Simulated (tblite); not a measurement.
C3H8OSSi.
Cartesian coordinates in Å at the GFN2-xTB level; atoms count from 1:
```xyz
14
C3H8OSSi angstrom
Si    -2.4734    0.7152    0.3806
O     -1.1650   -0.2121    0.0792
C      0.1226    0.1495   -0.1643
C      1.1282   -1.0007   -0.0446
C      2.1023   -0.2977    0.8986
S      0.9668    1.1131    1.1753
H     -2.7376    1.5984   -0.7585
H     -2.2620    1.5265    1.5768
H     -3.4392   -0.3591    0.5346
H      0.2012    0.7212   -1.0967
H      0.6438   -1.8554    0.4268
H      1.5601   -1.3160   -0.9938
H      2.3315   -0.8257    1.8205
H      3.0199    0.0424    0.4234
```

Level: GFN2-xTB in tblite, geometry and Hessian alike; calculated harmonic values, unscaled, isolated species. Errors from tens to a few hundred cm⁻¹ against measured bands are possible. Modes of hydrogen on silicon can be 10 to 20 % off. One conformer, not necessarily the lowest.

Harmonic wavenumbers (cm⁻¹): 42.6, 60.8, 115.9, 143.6, 347.0, 374.4, 536.4, 601.3, 634.7, 679.2, 733.9, 744.0, 794.2, 809.3, 821.1, 829.7, 942.3, 995.0, 1048.8, 1092.2, 1124.7, 1170.9, 1192.1, 1225.1, 1264.4, 1314.4, 1446.2, 1468.7, 2234.3, 2284.1, 2354.8, 2880.1, 2993.7, 3003.9, 3012.9, 3017.9.

A = 5277, B = 1428, C = 1194 MHz; mass 120.007 u (most abundant isotopes); point group C1, symmetry number 1.

**Question.** Zero-point energy?

**Answer.** ½Σν̃ = 22167 cm⁻¹ = 63.38 kcal/mol.

**Question.** What is S at 350 K and 1 bar for an ideal gas of classical rigid rotors and harmonic oscillators?

**Answer.** Translation 41.08, rotation 28.45, vibration 25.23: S = 94.8 cal/(mol K).

**Question.** And Cp and H(350 K) − H(0)?

**Answer.** Cp = 33.89 cal/(mol K), of which vibrations give 25.94 (their classical limit is 36 R = 71.5); H(350 K) − H(0) = 7.21 kcal/mol without the zero-point energy, 4.43 from vibrations.

**Question.** How do the functions run with temperature in this model?

**Answer.** 
```json
{"T (K)": "50", "S (cal/(mol K))": "57.4", "Cp (cal/(mol K))": "12.7", "H − H(0) (kcal/mol)": "0.50", "G − H(0) (kcal/mol)": "-2.36", "ln q(vib)": "0.59"}
{"T (K)": "100", "S (cal/(mol K))": "67.1", "Cp (cal/(mol K))": "15.5", "H − H(0) (kcal/mol)": "1.21", "G − H(0) (kcal/mol)": "-5.50", "ln q(vib)": "1.68"}
{"T (K)": "298.15", "S (cal/(mol K))": "89.7", "Cp (cal/(mol K))": "29.7", "H − H(0) (kcal/mol)": "5.56", "G − H(0) (kcal/mol)": "-21.17", "ln q(vib)": "5.39"}
{"T (K)": "373.15", "S (cal/(mol K))": "97.0", "Cp (cal/(mol K))": "35.6", "H − H(0) (kcal/mol)": "8.02", "G − H(0) (kcal/mol)": "-28.18", "ln q(vib)": "6.75"}
{"T (K)": "500", "S (cal/(mol K))": "108.6", "Cp (cal/(mol K))": "43.9", "H − H(0) (kcal/mol)": "13.09", "G − H(0) (kcal/mol)": "-41.23", "ln q(vib)": "9.08"}
{"T (K)": "750", "S (cal/(mol K))": "128.7", "Cp (cal/(mol K))": "54.9", "H − H(0) (kcal/mol)": "25.55", "G − H(0) (kcal/mol)": "-70.97", "ln q(vib)": "13.58"}
{"T (K)": "1000", "S (cal/(mol K))": "145.5", "Cp (cal/(mol K))": "61.9", "H − H(0) (kcal/mol)": "40.21", "G − H(0) (kcal/mol)": "-105.30", "ln q(vib)": "17.80"}
```

q(vib) and H(0) count from the zero-point level.

**Question.** Blend soft modes into free rotors: weight 1/[1 + (100 cm⁻¹/ν̃)⁴] for the oscillator and the rest for a rotor with moment μB/(μ + B), μ = h/(8π²ν), B = 10⁻⁴⁴ kg m². What vibrational entropy results?

**Answer.** 22.32 cal/(mol K) in place of 25.23, which changes −T·S at 350 K by +1.02 kcal/mol.

**Question.** Which modes carry the vibrational entropy at 350 K?

**Answer.** 42.6 cm⁻¹: 5.45; 60.8 cm⁻¹: 4.75; 115.9 cm⁻¹: 3.48; 143.6 cm⁻¹: 3.06; 347.0 cm⁻¹: 1.44; 374.4 cm⁻¹: 1.32 cal/(mol K); the other 30 give 5.73 together.

**Question.** What must be added to the electronic energy to get the Gibbs energy at 350 K and 1 bar?

**Answer.** ZPE + [H(350 K) − H(0)] − T·S = 63.38 + 7.21 − 33.17 = 37.42 kcal/mol.

Hindered rotation and anharmonicity are outside this model. Other conformers, if any are populated, would add a mixing term that is left out. The structure is chiral; the term R ln 2 for an equal mix with its mirror image is left out.
